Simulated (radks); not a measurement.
Polarisability of the lead ion Pb4+, [Xe] 4f14 5d10, at imaginary frequency. Method: scalar-relativistic Kohn-Sham, LDA (Slater exchange, Perdew-Wang correlation), spin-polarised, spherical densities, finite nucleus; Fermi nuclear charge, rms radius 5.5012 fm; computed with a radial shooting solver on a logarithmic mesh with Libxc functionals. Response by self-consistent Sternheimer equations with the Hartree and adiabatic LDA kernel, the relativistic mass of each level held fixed and spin-orbit coupling left out.

w (hartree)  alpha1(iw) (bohr^3)  alpha2(iw) (bohr^5)
0.00266                    3.849                11.66
0.0143                     3.848                11.66
0.0360                     3.847                11.63
0.0697                     3.840                11.55
0.118                      3.825                11.36
0.186                      3.791                10.95
0.280                      3.722                10.24
0.413                      3.589                9.176
0.605                      3.350                7.869
0.892                      2.959                6.489
1.35                       2.386                5.105
2.12                       1.663                3.651
3.59                      0.9243                2.139
6.94                      0.3721               0.8607
17.5                     0.09425               0.1763

Static values: alpha1 = 3.849 bohr^3 (0.5703 angstrom^3; uncoupled 6.126), alpha2 = 11.66 bohr^5, alpha3 = 37.95 bohr^7. C6 = 20.44, C8 = 246.2, triple-dipole C9 = 55.46 atomic units. One-pole (London) frequency 4 C6 / (3 alpha1^2) = 1.840 hartree, against 2.276 for minus the highest occupied eigenvalue.
